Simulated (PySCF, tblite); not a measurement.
Isomers of C6H8OS2Si, one GFN2-xTB conformer each. Single-point energies are computed at PBE0/pcSseg-1 (PySCF, gas phase, no added dispersion term), electronic only.

| SMILES | GFN2-xTB relative energy (kcal/mol) |
| --- | --- |
| C#C/C(SC)=C(\C=O)S[SiH3] | 0.0 |
| CCS[SiH2]c1cc(=O)c1=S | 1.8 |

Conformers: `[CH:1]#[C:2]/[C:3]([S:4][CH3:5])=[C:6](\[CH:7]=[O:8])[S:9][SiH3:10]` with C2–C3–S4–C5 0°, C3–C6–C7–O8 180°, C3–C6–S9–Si10 180°; `[CH3:1][CH2:2][S:3][SiH2:4][c:5]1[cH:6][c:7](=[O:8])[c:9]1=[S:10]` with C1–C2–S3–Si4 180°, C2–S3–Si4–C5 180°, S3–Si4–C5–C6 0°.

What does PBE0/pcSseg-1 give for the same structures?

```
                  SMILES  PBE0/pcSseg-1 E (Eh)  PBE0/pcSseg-1 (kcal/mol)  GFN2-xTB (kcal/mol)  point group
   CCS[SiH2]c1cc(=O)c1=S           -1393.66795                       0.0                  1.8           Cs
C#C/C(SC)=C(\C=O)S[SiH3]           -1393.62594                      26.4                  0.0           Cs
```

GFN2-xTB puts C#C/C(SC)=C(\C=O)S[SiH3] lowest instead. As drawn, the lower has a four-membered ring and an Si–C bond, which the higher lacks.

Which frontier levels, dipoles and rotational constants go with these structures?

| SMILES | HOMO (eV, PBE0/pcSseg-1) | LUMO (eV) | dipole (D) | A, B, C (MHz) |
| --- | --- | --- | --- | --- |
| CCS[SiH2]c1cc(=O)c1=S | -6.80 | -3.01 | 5.40 | 2026, 351.2, 301.5 |
| C#C/C(SC)=C(\C=O)S[SiH3] | -6.24 | -2.73 | 5.60 | 1679, 529.8, 406.0 |

What happens when harmonic zero-point energies from GFN2-xTB frequencies are added?

```csv
SMILES,ZPE (kcal/mol),electronic (kcal/mol),with ZPE (kcal/mol)
CCS[SiH2]c1cc(=O)c1=S,74.9,0.0,0.0
C#C/C(SC)=C(\C=O)S[SiH3],71.5,26.4,23.0
```

The zero-point energies span 3.4 kcal/mol. The order is unchanged.
